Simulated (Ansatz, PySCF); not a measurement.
F3Te (SMILES F[Te+](F)F), charge +1, singlet, geometry from GFN2-xTB (all electrons, no relativity). Base run: PySCF with PBE/STO-3G.

The PySCF input:
```python
from pyscf import gto, scf, dft

mol = gto.M(
    atom='''
Te   -0.066520    0.121881    0.330785
F    -1.167893   -1.076882   -0.587391
F     0.089023    1.213257   -1.178457
F     1.463208   -0.840579   -0.145352
''',
    basis='sto-3g',
    charge=1,
    spin=0,
    verbose=4,
)

mf = dft.RKS(mol)
mf.xc = 'pbe'
mf.kernel()
```

The same geometry, method and basis name were run in Ansatz (a first-principles code) and PySCF, at each program's defaults and at the settings that a row names. The base is PySCF at its defaults. Differences at the defaults can come from grids, fitting, cores and function types together.

| code and settings | ΔE vs base (mEh) | basis functions | E (Eh) | SCF cycles |
|---|---|---|---|---|
| PySCF, defaults (exact integrals, its default grid, spherical functions) | 0.000 | 42 | -6843.18702 | 8 |
| Ansatz, defaults (factorised integrals, its default grid, spherical functions) | -0.014 | 42 | -6843.18703 | - |
| PySCF, fine grid | 0.005 | 42 | -6843.18702 | 8 |
| Ansatz, high accuracy | -0.011 | 42 | -6843.18703 | - |
